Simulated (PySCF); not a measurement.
Species: Si(tBu)2Me2, C10H24Si.
Cartesian coordinates in Å at the PBE0-D3(BJ)/def2-SVP level; atoms count from 1:
```xyz
35
C10H24Si angstrom
Si    -0.562    0.042   -0.395
C     -0.662   -0.014    1.530
C      0.230   -1.111    2.116
C     -2.118   -0.313    1.913
C     -0.272    1.339    2.136
H      0.076   -1.189    3.207
H      0.011   -2.101    1.684
H      1.300   -0.906    1.955
H     -2.439   -1.311    1.576
H     -2.820    0.425    1.491
H     -2.236   -0.283    3.011
H     -0.932    2.149    1.790
H      0.762    1.626    1.895
H     -0.353    1.300    3.237
C      1.219   -0.031   -1.134
C      1.779   -1.456   -1.068
C      2.173    0.927   -0.417
C      1.126    0.386   -2.608
H      2.788   -1.489   -1.518
H      1.870   -1.826   -0.036
H      1.152   -2.169   -1.624
H      2.354    0.629    0.627
H      1.795    1.962   -0.410
H      3.154    0.942   -0.925
H      0.817    1.437   -2.720
H      0.414   -0.236   -3.175
H      2.111    0.279   -3.095
C     -1.389    1.640   -0.971
H     -1.588    1.613   -2.053
H     -0.765    2.524   -0.765
H     -2.354    1.787   -0.461
C     -1.540   -1.415   -1.096
H     -2.618   -1.291   -0.910
H     -1.229   -2.373   -0.651
H     -1.400   -1.491   -2.186
```

Theory: PySCF, TDDFT PBE0/def2-SVPD, vertical, gas phase, core orbitals frozen in the response.

Frontier orbitals with the atoms that hold most of them (Löwdin shares over 4%, at most four atoms; ? is withheld):

```json
{"orbital": "LUMO+2", "ε (eV)": "1.17", "atoms": "C3 8%, H8 6%, C17 6%, H22 6%"}
{"orbital": "LUMO+1", "ε (eV)": "1.15", "atoms": "C5 8%, C16 8%, H12 6%, H21 6%"}
{"orbital": "LUMO", "ε (eV)": "0.44", "atoms": "C32 6%, C28 6%, Si1 5%, C4 4%"}
{"orbital": "HOMO", "ε (eV)": "?", "atoms": "?"}
{"orbital": "HOMO-1", "ε (eV)": "-7.63", "atoms": "?"}
{"orbital": "HOMO-2", "ε (eV)": "-8.33", "atoms": "C32 24%, C28 24%, Si1 19%, H34 4%"}
{"orbital": "HOMO-3", "ε (eV)": "-9.04", "atoms": "C4 11%, C18 11%, C2 10%, C15 10%"}
```

Give the leading atoms of the HOMO.

C15 (bonded to 3 C and Si) 19%; C2 (bonded to 3 C and Si) 19%; Si1 (bonded to 4 C) 17%; C18 (bonded to C and 3 H) 6%. By element: carbon 44% or more, silicon 17%.

Which atoms hold the HOMO-1, and with what shares?

Si1 (bonded to 4 C) 18%; C2 (bonded to 3 C and Si) 13%; C15 (bonded to 3 C and Si) 13%; C28 (bonded to Si and 3 H) 10%. By element: carbon 36% or more, silicon 18%.

What is the HOMO energy, and the HOMO–LUMO gap?

ε(HOMO) = -7.16 eV; the gap is 7.60 eV (0.2791 hartree).

The HOMO–LUMO gap is 7.60 eV. Where does the response calculation put the lowest singlet, and from which orbitals?

S1 is at 6.67 eV (f = 0.016), 0.92 eV below the gap, made of HOMO→LUMO (99%). Without the coupling terms of the response equations the lowest excitation would equal the gap.

One configuration dominates each of S1 and S2. Which, and how do the shares of the two leading atoms of either orbital change from the occupied to the empty one?

- S1 (6.67 eV, f 0.016), HOMO→LUMO (99%): C15 19% → at most 5%, C2 19% → at most 5%, C32 at most 6% → 6%, C28 at most 6% → 6%
- S2 (7.11 eV, f 0.0005), HOMO-1→LUMO (93%): Si1 18% → 5%, C2 13% → at most 5%, C32 at most 11% → 6%, C28 10% → 6%

Löwdin shares depend on the basis, the more so with diffuse functions.

Hardware: an Intel Xeon 6975P-C with 2 threads, on a shared host. Cost: 1.9 min wall, 4.1 min CPU (with the writing of density and orbital grids), 2.5 GiB resident at most.

Without π bonds the low states may be Rydberg-like; a valence basis with one diffuse set may place them up to an eV too high.
